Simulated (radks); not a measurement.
Values are calculated unless marked as measured or tabulated.
Question: The mean radii <r> (bohr) of the occupied orbitals of an atom or ion are listed with their occupations. Level of theory: Dirac Kohn-Sham, PBE, spin-unpolarised, spherical densities, finite nucleus; Fermi nuclear charge, rms radius of each element as measured or else 0.836 A^(1/3) + 0.57 fm (a radial shooting solver on a logarithmic mesh with Libxc functionals).

orbital  occ.      <r>
1s1/2       2  0.02595

Name the element and its charge. Open shells, if any, fill j = l - 1/2 first.

Answer: Z = 55, caesium, charge +53: Cs53+ in [He]. The 1s radius gives Z: for a bare nucleus <r> = (2 gamma + 1)/(2Z) with gamma = sqrt(1 - (Z/c)^2), 0.02574 bohr for Z = 55, and screening makes it slightly larger (0.02595 here). The occupations add up to 2, and the charge is Z minus that.
